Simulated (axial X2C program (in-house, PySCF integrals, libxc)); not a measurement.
**InH⁻: properties at the nuclei**

Calculated with an axial X2C code built on PySCF integrals: two-component X2C with atomic mean-field Coulomb and Gaunt terms, Gaussian nuclei, basis In dyall-acv3z, H dyall-av3z with contracted cores.

R = 1.888 Å (near the PBE0 minimum at charge -1 of the determinant lowest at the starting distance; the state shown can have its own minimum elsewhere).

Input and command:
```json
{"zs": [49, 1], "q": -1, "bas": ["dyall-acv3z", "dyall-av3z"], "r0": 1.74, "levels": ["PBE0", "HF", "BP86", "BHandHLYP", "TPSSh"], "nst": 3}
```
```bash
python soeom.py task.json out
```

Keys: zs atomic numbers; q charge; bas basis sets; r0 starting distance in Å; levels methods; nst determinants followed.

Determinant lowest in the PBE0 search, Ω = 1/2 (⟨Sz⟩ = -0.50, ⟨Lz⟩ = 1.00 at PBE0), spin on the atoms In -0.52, H 0.02:

```tsv
level	Eeff magnitude (GV/cm)	Ws magnitude In (kHz)	A∥/gI In (MHz)	qzz In (a.u.)	A∥/gI H (MHz)	qzz H (a.u.)
PBE0	0.263	0.293	1170	-4.04	6.59	0.05
HF	1.15	1.31	1260	-4.41	7.49	0.06
BP86	0.0793	0.0877	1110	-4.00	5.74	0.05
BHandHLYP	0.00371	0.00438	1010	-4.04	3.72	0.05
TPSSh	0.226	0.253	1130	-3.96	5.27	0.05
```

Determinant 0.10 eV from it at PBE0 and this distance, Ω = 3/2 (⟨Sz⟩ = 0.50, ⟨Lz⟩ = 1.00 at PBE0), spin on the atoms In 0.52, H -0.02:

```
    level  Eeff magnitude (GV/cm)  Ws magnitude In (kHz)  A∥/gI In (MHz)  qzz In (a.u.)  A∥/gI H (MHz)  qzz H (a.u.)
     PBE0                   0.927                  0.345            15.9          -4.44         -0.521          0.05
       HF                    5.69                   2.17            -125          -4.80         -0.554          0.06
     BP86                   0.616                  0.228            40.9          -4.38         -0.277          0.05
BHandHLYP                   0.762                  0.284            63.6          -4.46          0.403          0.05
    TPSSh                   0.775                  0.288            34.8          -4.38         -0.111          0.05
```

Eeff is the effective electric field on the electron electric dipole moment in this Ω state and Ws the scalar–pseudoscalar constant of the nucleus named (defined with the proton number Z and per Ω); A∥ (defined per Ω) follows by multiplying with gI = μI/(I μN); qzz is the electric field gradient, eQq0 = 234.96 MHz × Q/barn × qzz. The operators were transformed with the bare-nucleus X2C matrices; with these basis sets, hyperfine constants and field gradients can be off by tens of per cent, and where levels differ in sign neither size nor sign is settled.

(1) With gI(115In) = 1.2313, Q(115In) = 0.772 barn (g factors from the IAEA table of nuclear moments by Stone; Q from Pyykkö, Mol. Phys. 2018), turn the PBE0 values of the first state into constants in MHz.

Each state is one determinant with collinear spin. Unrestricted Hartree–Fock can overshoot spin polarisation at the nuclei. For an anion, determinants above electron detachment, or with a positive highest level, are held by the basis set. Where Eeff spreads by more than a factor of two the levels disagree and none is to be relied on. The search compared states at one distance, so a state with another bond length can lie lower. The sign of Ws at In differs between levels in the first state. Further determinants of the search, some of them spin-mixed, are not shown. Where a field gradient or hyperfine factor spreads by more than a factor of two over the levels, a constant derived from it is not to be relied on. PBE0 term energies can be off by some tenths of an eV.

Answers

(1) A∥(115In) = 1170 × 1.2313 = 1440 MHz; eQq0(115In) = 234.96 × (0.772) × (-4.04) = -733 MHz.
